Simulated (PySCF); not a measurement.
BrClGeH2. Atoms are numbered in the order given.

```xyz
5

Ge     0.6860     0.5462     0.0000
Cl    -0.8584     2.0502     0.0000
Br    -0.2953    -1.5348     0.0000
H      1.4880     0.6945     1.2925
H      1.4880     0.6945    -1.2925
```

Geometry: r2SCAN-D4/def2-SVP.

Calculation: PySCF 2.14.0 with TDDFT-B3LYP/def2-SVPD.

Vertical excitations.  State labels are in the subgroup Cs.

List the lowest excited states. (Estimate from the structure and the level; the computed values follow.)


```csv
state,symmetry,energy (eV),λ (nm),f,main pairs
S1,A",5.71,217,0.013,HOMO→LUMO 98 %
S2,A',5.85,212,0.020,HOMO−1→LUMO 96 %
S3,A",6.34,195,0.006,HOMO−2→LUMO 96 %
S4,A',6.51,190,0.035,HOMO−3→LUMO 92 %
S5,A",6.61,188,0.003,HOMO→LUMO+1 97 %
S6,A',6.80,182,0.022,HOMO−1→LUMO+1 92 %
S7,A",7.22,172,0.009,HOMO−2→LUMO+1 97 %
S8,A",7.24,171,0.003,HOMO→LUMO+2 98 %
S9,A',7.33,169,0.007,"HOMO−1→LUMO+2 79 %, HOMO−3→LUMO+1 20 %"
S10,A',7.46,166,0.048,"HOMO−3→LUMO+1 67 %, HOMO−1→LUMO+2 19 %"
T1,A",5.27,235,0,HOMO→LUMO 96 %
T2,A',5.36,231,0,HOMO−1→LUMO 97 %
T3,A",5.95,209,0,HOMO−2→LUMO 88 %
T4,A',5.99,207,0,HOMO−3→LUMO 92 %
```
Triplets are in the Tamm–Dancoff approximation, which puts them higher than full response would, so one can lie above its singlet here.
